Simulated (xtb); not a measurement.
C3H4N (SMILES C=CC#[NH+]), charge +1, singlet, geometry from GFN2-xTB. Base run: GFN0-xTB (xtb).

xtb was given this input:
```
$ xtb mol.xyz --gfn 0 --chrg 1 --json

# file mol.xyz
8

C     -0.13930086    -1.72220304    -0.00331162
C      0.57724377    -0.58890365     0.00775267
C      0.02427587     0.66938864     0.00086248
H     -1.21884580    -1.72593657    -0.01866445
H      0.35480287    -2.68162891     0.00297254
H      1.66504596    -0.59122777     0.02321822
N     -0.40145166     1.73938060    -0.00436401
H     -0.76415412     2.67343734    -0.00879940
```

The base run was repeated with changes; each row names its change, and settings that it needs were set with it.

```csv
change,ΔE vs base (kJ/mol),HOMO-LUMO gap (eV)
base,0.00,3.82
acc = 1000,0.00,3.82
etemp = 10000,-47.4,3.82
acc = 0.0001,0.00,3.82
acc = 30,0.00,3.82
etemp = 1000,0.00,3.82
etemp = 3000,-0.06,3.82
```
